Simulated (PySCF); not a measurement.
# Correlation energy of Hf²⁺ (hafnium, charge +2)

[Xe] 4f14 5d2, high-spin 3F determinant. Calculation: PySCF 2.14, in x2c-TZVPPall with one added diffuse shell each of s, p, d, f type (12s8p8d4f1g, 113 functions); the spin-free X2C one-electron Hamiltonian (Gaussian nucleus). Frozen: [Kr] 4d10 4f14; 10 electrons correlated.

```csv
level,correlation energy (mhartree)
CCSD,-171.51
(T),-2.49
CCSD(T),-174.00
```

Diagnostics: T1 = 0.0044, D1 = 0.0090, largest double amplitude 0.017.

Question: Is a single reference adequate?

Answer: Yes, within this model without spin-orbit coupling: T1 lies below 0.03 and no double amplitude reaches 0.07.

This basis was not built for core-valence correlation, so the inner-shell part is incomplete.
